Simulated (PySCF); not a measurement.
SMILES F[Si](F)(F)[SiH2][SeH], singlet, PBE/def2-SVP optimised geometry.

```
9

F      1.05    -0.78     0.00
Si    -0.57    -0.78     0.00
F     -1.05    -1.42    -1.41
F     -1.05     0.78     0.00
Si    -1.46    -1.84     1.88
Se    -0.99    -0.50     3.69
H     -0.77    -3.15     2.13
H     -2.93    -2.08     1.66
H     -1.51     0.71     2.99
```

Density from PBE/def2-TZVP (PySCF) at that geometry.

Minimum of the electron density along straight lines between bonded atoms, close to the bond critical point (lines longer than 1.1 times the sum of covalent radii, or with two minima, are not listed):

```json
[
 {"bond": "F1–Si2", "length / Å": "1.622", "ρ at the minimum / e bohr⁻³": "0.134", "∇²ρ there / e bohr⁻⁵": "0.85", "position (fraction from the first atom)": "0.58"},
 {"bond": "Si2–F3", "length / Å": "1.625", "ρ at the minimum / e bohr⁻³": "0.133", "∇²ρ there / e bohr⁻⁵": "0.84", "position (fraction from the first atom)": "0.42"},
 {"bond": "Si2–F4", "length / Å": "1.627", "ρ at the minimum / e bohr⁻³": "0.132", "∇²ρ there / e bohr⁻⁵": "0.85", "position (fraction from the first atom)": "0.42"},
 {"bond": "Si2–Si5", "length / Å": "2.335", "ρ at the minimum / e bohr⁻³": "0.095", "∇²ρ there / e bohr⁻⁵": "?", "position (fraction from the first atom)": "0.62"},
 {"bond": "Si5–Se6", "length / Å": "2.301", "ρ at the minimum / e bohr⁻³": "0.088", "∇²ρ there / e bohr⁻⁵": "?", "position (fraction from the first atom)": "0.36"},
 {"bond": "Si5–H7", "length / Å": "1.501", "ρ at the minimum / e bohr⁻³": "0.118", "∇²ρ there / e bohr⁻⁵": "0.12", "position (fraction from the first atom)": "0.49"},
 {"bond": "Si5–H8", "length / Å": "1.505", "ρ at the minimum / e bohr⁻³": "0.118", "∇²ρ there / e bohr⁻⁵": "?", "position (fraction from the first atom)": "0.49"},
 {"bond": "Se6–H9", "length / Å": "1.487", "ρ at the minimum / e bohr⁻³": "0.168", "∇²ρ there / e bohr⁻⁵": "-0.30", "position (fraction from the first atom)": "0.64"}
]
```

**Question.** Fill in the missing entries.

**Answer.** 
- Si2–Si5, ∇²ρ there / e bohr⁻⁵: -0.16
- Si5–Se6, ∇²ρ there / e bohr⁻⁵: -0.04
- Si5–H8, ∇²ρ there / e bohr⁻⁵: 0.11
